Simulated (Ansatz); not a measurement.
CH8AlBSn can be A, `[BH2][SnH2][AlH][CH3]`, or B, `C[BH][SnH2][AlH2]`.

Computed with Ansatz on PBE0-D4/def2-TZVP structures; ΔE is electronic, products minus reactants. CCSD(T)/CBS adds triple-zeta CCSD(T) − MP2 to the extrapolated MP2 energy (def2 sets, frozen cores). Functionals use def2-TZVPP. B3LYP here is the variant with VWN-RPA as its local correlation; programs differ in this. Elements past krypton have def2 core potentials. For Sn outer-core shells are correlated without core-valence functions, which leaves a few kJ/mol of doubt a bond. Each species was taken in one conformer, which may not be the lowest.

Which isomer does CCSD(T)/CBS put lower? Give the gap. (Estimate.)

The calculation gave: B, by 1.4 kcal/mol.

Give E(B) − E(A) in kcal/mol with B2PLYP, PBE0-D4, BLYP-D4, ωB97M-V, PBE-D4, B3LYP, CCSD/def2-TZVPP. (Best estimate.)

Computed: B2PLYP -1.3, PBE0-D4 -2.2, BLYP-D4 -1.8, ωB97M-V -1.7, PBE-D4 -2.2, B3LYP -1.6, CCSD/def2-TZVPP -1.4. None reverses the order clearly.

Does the order hold for the free energy at 298.15 K (harmonic terms from PBE0-D4)? (An estimate is asked.)

The calculation gave: Yes: G(B) − G(A) = -1.7 kcal/mol, for one conformer each. Modes under 60 cm⁻¹, often nearly free rotors, make the harmonic entropy too high.

Largest T1 diagnostic: 0.014.

Leaving LDA and LC-ωPBE aside and taking each functional with its dispersion term where it has one, the values, not all of them listed here, spread over 3.0 kcal/mol, from B97M-V to B2PLYP. LDA lies −1.3 kcal/mol from PBE without D4. At CCSD(T), def2-SVP lies −2.0 kcal/mol from the extrapolated value and def2-TZVPP +0.1 kcal/mol.
